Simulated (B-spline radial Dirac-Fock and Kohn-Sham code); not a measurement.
Dipole and non-dipole photoemission parameters of Te⁶⁺ 2p1/2

System: Te⁶⁺, [Kr] 4d10; threshold 4696.1 eV (orbital energy of the model). Model: Dirac-Hartree-Slater photoionisation with a Latter tail; cross sections with all multipoles, angular parameters from the dipole term and its interference with E2. Program: a radial atomic solver.

For linearly polarised light dσ/dΩ = σ/(4π) [1 + β P₂(cos θ) + (δ + γ cos²θ) sin θ cos φ], with θ from the polarisation vector and φ the angle between the beam and the projection of the electron momentum on the plane normal to the polarisation.

| hν (eV) | σ (kb) | β | γ | δ |
| --- | --- | --- | --- | --- |
| 6000 | 27.9 | 1.407 | 0.072 | 0.027 |
| 8800 | 9.65 | 1.417 | 0.843 | 0.061 |
| 10900 | 5.20 | 1.367 | 1.213 | 0.082 |
| 12000 | ? | ? | ? | ? |
| 12300 | 3.64 | 1.331 | 1.407 | 0.097 |
| 12700 | 3.31 | 1.321 | 1.458 | 0.101 |

Q: Give the values at 12000 eV.

A: σ = 3.91 kb, β = 1.339, γ = 1.368, δ = 0.093.

Values without a named source are computed, but for edge energies of neutral atoms, which are taken from tables.
